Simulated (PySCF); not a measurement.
**Fractional electron number in Zn (zinc, neutral)**

The 4s beta orbital of [Ar] 3d10 4s2 is emptied in steps (occupation f), with all orbitals relaxed, ending at [Ar] 3d10 4s1. All numbers are calculated (PySCF 2.14, a scalar-relativistic core potential, in aug-cc-pVDZ-PP with ECP10MDF (5s5p4d2f, 54 functions)). The exact energy is a straight line in f; departures are measured from the line between the end points of the same method.

| f | UHF (eV) | LDA (eV) | PBE (eV) | PBE0 (eV) | r2SCAN (eV) | LC-wPBE (eV) | BHandHLYP (eV) | wB97X (eV) | TPSS (eV) | HSE06 (eV) |
| --- | --- | --- | --- | --- | --- | --- | --- | --- | --- | --- |
| 1 | 0.000 | 0.000 | 0.000 | 0.000 | 0.000 | 0.000 | 0.000 | 0.000 | 0.000 | 0.000 |
| 0.9 | 0.023 | -0.335 | -0.328 | -0.236 | -0.290 | -0.008 | -0.164 | -0.063 | -0.310 | -0.269 |
| 0.7 | 0.051 | -0.785 | -0.769 | -0.552 | -0.673 | -0.019 | -0.387 | -0.148 | -0.726 | -0.624 |
| 0.5 | 0.058 | -0.936 | -0.919 | -0.658 | -0.797 | -0.023 | -0.466 | -0.174 | -0.870 | -0.742 |
| 0.3 | 0.047 | -0.787 | -0.774 | -0.553 | -0.667 | -0.023 | -0.397 | -0.135 | -0.740 | -0.624 |
| 0.1 | 0.019 | -0.337 | -0.332 | -0.236 | -0.286 | -0.013 | -0.173 | -0.035 | -0.322 | -0.268 |
| 0 | 0.000 | 0.000 | 0.000 | 0.000 | 0.000 | 0.000 | 0.000 | 0.000 | 0.000 | 0.000 |

Q: For wB97X, how does the orbital energy at f = 1 compare with the removal energy?

A: −ε = 9.009 eV against a total-energy difference of 9.697 eV. By Janak's theorem ε = ∂E/∂f, so the gap between them reflects the curvature. Along the path −ε is 9.135 (f = 0.9), 9.413 (f = 0.7), 9.724 (f = 0.5), 10.059 (f = 0.3), 10.268 (f = 0.1) eV.

| method | E(f=0) − E(f=1) (eV) | −ε at f=1 (eV) | −ε at f=0.5 (eV) |
| --- | --- | --- | --- |
| UHF | 7.873 | 8.141 | 7.860 |
| LDA | 10.060 | 6.344 | 10.053 |
| PBE | 9.701 | 6.068 | 9.683 |
| PBE0 | 9.386 | 6.771 | 9.381 |
| r2SCAN | 9.562 | 6.335 | 9.590 |
| LC-wPBE | 9.244 | 9.142 | 9.236 |
| BHandHLYP | 9.270 | 7.458 | 9.240 |
| wB97X | 9.697 | 9.009 | 9.724 |
| TPSS | 9.469 | 6.035 | 9.431 |
| HSE06 | 9.442 | 6.460 | 9.443 |

As f goes to zero the orbital energy of a semilocal functional can turn back, because the density of that orbital vanishes from the exchange-correlation potential.

Reference removal energy between the ground levels: 9.394 eV (measured; NIST Atomic Spectra Database, ionization energies). UHF lacks correlation.
